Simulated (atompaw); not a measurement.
Building the PAW (atompaw) potential for hydrogen (H) (LDA (PW92), scalar-relativistic).

Input for atompaw 4.2.0.5:

```
H 1
LDA-PW scalarrelativistic loggrid 1500 logderivrange -2 5 176
1 0 0 0 0 0
1 0 1
0 0 0
v
1
1.40 1.35 1.10 0.90
y
1.65
n
y
0.1
y
2.65
n
custom polynom gramschmidtortho sinc
2 0.5 vpsmatchnc
1.40
1.40
1.30
1.40
PWSCFOUT
UPFDX 0.0125d0 UPFXMIN -7.d0 UPFZMESH 1.d0
END
```

Command:

```bash
atompaw < H.input > H.log
```

The program printed (summary file):

```
Completed calculations for H (AE)

 Exchange-correlation type: LDA, Perdew-Wang correlation

 Radial integration grid is logarithmic
 r0 =   6.3033849E-03 h =   6.3033849E-03   n =      1500 rmax =   8.0000000E+01

 Scalar relativistic calculation

 AEatom converged in  17 iterations
   nz     =   1.00
   delta  =       2.661089460746E-17

 All Electron Orbital energies:
  n  l      occupancy      energy
  1  0      1.0000000E+00 -4.6691737E-01

 Total energy
   Total                    :       -0.89134401747791

 ---
 Completed calculations for H (SC)

 Exchange-correlation type: LDA, Perdew-Wang correlation

 Radial integration grid is logarithmic
 r0 =   6.3033849E-03 h =   6.3033849E-03   n =      1500 rmax =   8.0000000E+01

 Scalar relativistic calculation

 SCatom converged in   1 iterations
   nz     =   1.00
   delta  =       7.479048142894E-19

 Valence Electron Orbital energies:
  n  l      occupancy      energy
   1  0      1.0000000E+00 -4.6691737E-01

 Total energy
   Total                    :       -0.89134401747793
   Valence                  :       -0.89134401747793

 PAW parameters:
       lmax =            1
         rc =    1.4009441833267322
        irc =          859
   rc_shape =    1.3487155225380127
    rc_vloc =    1.0942396291155736
    rc_core =   0.89889493244792840
   Vloc: VPS match (norm-conservation) with l= 2;e=   5.0000E-01
   Projector type: polynomial pseudization + Gram-Schmidt ortho.
   Sinc^2 compensation charge shape zeroed at   1.3487E+00

 Number of basis functions     4
 No.   n  nodes  l      Energy         Cp coeff         Occ
  1    1    0    0   -0.4669174E+00  0.1000000E+01  0.1000000E+01
  2  999    1    0    0.1650000E+01  0.6950939E-01  0.0000000E+00
  3  999    0    1    0.1000000E+00  0.1000000E+01  0.0000000E+00
  4  999    1    1    0.2650000E+01  0.5259524E+00  0.0000000E+00

 Eigenvalues of overlap operator (in the basis of projectors):
    1        3.36139278E-02
    2        8.94102605E+00
    3        1.02907079E+01
    4        1.78645627E+04

 Orbital leakage outside PAW augmentation regions
   orb  is_core?  %out_of_sphere
   1 0    F          53.05

 Summary of PAW energies
   Total valence energy     :     -0.89134611771460
   Smooth energy            :      0.49433717872654
   One center               :     -1.38568329644114
   Smooth kinetic           :      0.71136243935389
   Vloc energy              :     -0.12769971133634
   Smooth exch-corr         :     -0.42867960906191
   One-center xc            :     -0.03628300090051
```

The run took about 0.18 s on one core of a shared server CPU.
